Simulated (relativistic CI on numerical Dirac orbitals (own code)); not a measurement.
# Inner-shell lines of W47+

Computed by Dirac-Coulomb-Breit CI, separate exchange-only KLI orbitals for each configuration, model QED (radiative potential, 1s self-energy scaled to tabulated hydrogen-like ionisation energies), unscaled Slater integrals (own radial code, finite nucleus).

CI space (outside the closed core 2s2 2p6 3s2 3p6): 1s2 3d9, 1s 3d9 4p. Levels of other configurations are missing.

The table holds the strongest lines. The upper levels have an inner-shell vacancy. Auger decay, open to those above the ionisation limit, is not computed, and radiative decays to configurations outside the model are missing too. Absolute energies can be off by a few tenths of a per cent, so close lines can change order. LS names give the leading component, which can be well under half, for lower levels too. Brackets number the levels in order of energy.

```csv
λ (Å),Upper,Lower,A (s⁻¹),gA (s⁻¹)
0.178121,1s 3d9 4p 4P°_5/2 [3],1s2 3d9 2D_5/2 [1],5.24e+14,3.14e+15
0.17812,1s 3d9 4p 2F°_7/2 [4],1s2 3d9 2D_5/2 [1],6.94e+14,5.55e+15
0.178118,1s 3d9 4p 2P°_3/2 [5],1s2 3d9 2D_5/2 [1],7.31e+14,2.92e+15
0.178113,1s 3d9 4p 2F°_5/2 [7],1s2 3d9 2D_3/2 [2],6.93e+14,4.16e+15
0.178112,1s 3d9 4p 2F°_5/2 [6],1s2 3d9 2D_5/2 [1],1.14e+14,6.82e+14
0.178104,1s 3d9 4p 4F°_3/2 [8],1s2 3d9 2D_3/2 [2],5.48e+14,2.19e+15
0.1781,1s 3d9 4p 2P°_3/2 [9],1s2 3d9 2D_3/2 [2],9.51e+13,3.81e+14
0.178097,1s 3d9 4p 4D°_1/2 [10],1s2 3d9 2D_3/2 [2],7.22e+14,1.44e+15
0.17793,1s 3d9 4p 2P°_3/2 [9],1s2 3d9 2D_5/2 [1],4.28e+12,1.71e+13
0.177837,1s 3d9 4p 2D°_5/2 [12],1s2 3d9 2D_5/2 [1],2.62e+14,1.57e+15
0.177837,1s 3d9 4p 4P°_1/2 [19],1s2 3d9 2D_3/2 [2],4.48e+14,8.96e+14
0.177835,1s 3d9 4p 2F°_7/2 [13],1s2 3d9 2D_5/2 [1],5.62e+14,4.49e+15
0.17783,1s 3d9 4p 4D°_7/2 [16],1s2 3d9 2D_5/2 [1],9.07e+14,7.26e+15
0.177828,1s 3d9 4p 2P°_3/2 [17],1s2 3d9 2D_5/2 [1],1.42e+15,5.68e+15
0.177827,1s 3d9 4p 4P°_3/2 [21],1s2 3d9 2D_3/2 [2],2.90e+14,1.16e+15
0.177822,1s 3d9 4p 4D°_5/2 [22],1s2 3d9 2D_3/2 [2],5.32e+13,3.19e+14
0.177822,1s 3d9 4p 2D°_5/2 [18],1s2 3d9 2D_5/2 [1],1.26e+15,7.58e+15
0.177821,1s 3d9 4p 2P°_1/2 [23],1s2 3d9 2D_3/2 [2],9.92e+14,1.98e+15
0.177817,1s 3d9 4p 2F°_5/2 [24],1s2 3d9 2D_3/2 [2],1.41e+15,8.49e+15
0.177812,1s 3d9 4p 2D°_3/2 [25],1s2 3d9 2D_3/2 [2],1.22e+15,4.90e+15
```
